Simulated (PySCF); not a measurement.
## Removing an electron from `CO[C@@H](F)[C@@H](F)OC`

Species: C4H8F2O2.
Z-matrix (Å and degrees, PBE0-D3(BJ)/def2-SVP geometry), rows numbered from 1:
```
C 
O   1  1.4053
C   2  1.3594  1  114.72
F   3  1.3725  2  110.83  1    71.59
C   3  1.5179  2  108.39  1  -169.89
F   5  1.3728  3  108.15  2    59.25
O   5  1.3595  3  108.31  2   179.41
C   7  1.4059  5  114.66  3   169.66
H   1  1.1058  2  111.15  3    59.13
H   1  1.1024  2  111.56  3   -62.48
H   1  1.0974  2  107.32  3   178.11
H   3  1.1088  2  112.59  1   -48.31
H   5  1.1088  3  109.87  2   -57.33
H   8  1.0973  7  107.32  5  -179.81
H   8  1.1022  7  111.49  5    60.87
H   8  1.1056  7  111.13  5   -60.84
```

Level: CAM-B3LYP/def2-SVPD (PySCF). Frontier orbitals with their largest atomic shares (Löwdin; up to four atoms above 4 %):

| orbital | ε (eV) | main atoms |
| --- | --- | --- |
| HOMO−3 | -11.35 | O2 23 %, O7 22 %, C1 9 %, C8 9 % |
| HOMO−2 | -10.71 | O7 14 %, O2 14 %, C5 14 %, C3 14 % |
| HOMO−1 | -10.14 | O7 32 %, O2 25 %, C8 7 %, C1 6 % |
| HOMO | -10.09 | ? |
| LUMO | 1.41 | C8 18 %, C1 17 %, C5 6 %, C3 6 % |
| LUMO+1 | 1.50 | C1 17 %, C8 17 %, H9 7 %, H16 7 % |
| LUMO+2 | 2.14 | O7 16 %, O2 16 %, H12 13 %, H13 13 % |

Question: What vertical ionisation energy does ΔSCF give, and how far is −ε(HOMO) from it?

Answer: ΔSCF: 10.95 eV (1056 kJ/mol; threshold wavelength 113 nm); ⟨S²⟩ of the doublet left behind is 0.756, against 0.75 for a pure doublet. −ε(HOMO) is 10.09 eV, 0.86 eV below it. For the exact functional −ε(HOMO) would equal the first vertical ionisation energy; CAM-B3LYP (range-separated hybrid) falls short of its own ΔSCF value by 8 %.

Question: On which atoms does the HOMO lie?

Answer: O2 (ether oxygen) 33 %, O7 (ether oxygen) 27 %, C1 (methoxy carbon) 8 %, C8 (methoxy carbon) 6 %, so no atom holds as much as 40 %. The HOMO−1 lies 0.05 eV lower.

Question: How many of the 10 lowest singlet excitations (vertical TDDFT, same level) lie below the ionisation energy?

Answer: All 10; they run from 8.39 to 9.41 eV.

Question: With α = 62.0 au, estimate the like-pair dispersion coefficient by London's formula C6 = (3/4)α²I.

Answer: I = 0.4024 Eh, so C6 ≈ 1160 au, a rough estimate.

Question: What kinetic energy would electrons from this vertical process carry with 118.2 nm light (10.49 eV)?

Answer: The photon is 0.46 eV short of the vertical value.

Question: Shift the occupied levels rigidly so that −ε(HOMO) equals the ΔSCF value. What binding energies result?

Answer: The shift is +0.86 eV: HOMO 10.95, HOMO−1 11.00, HOMO−2 11.57, HOMO−3 12.21 eV. A rigid shift is only a rough guide to the deeper ionisations.

Geometry: PBE0-D3(BJ)/def2-SVP, one conformer, isolated molecule.

The run behind these numbers computed excited states and ΔSCF ions as well. Time: 3.2 min wall; peak memory 1.3 GiB. Hardware: one thread of an Arm Neoverse V2, no GPU, shared host with 96 logical CPUs at a one-minute load of 47.
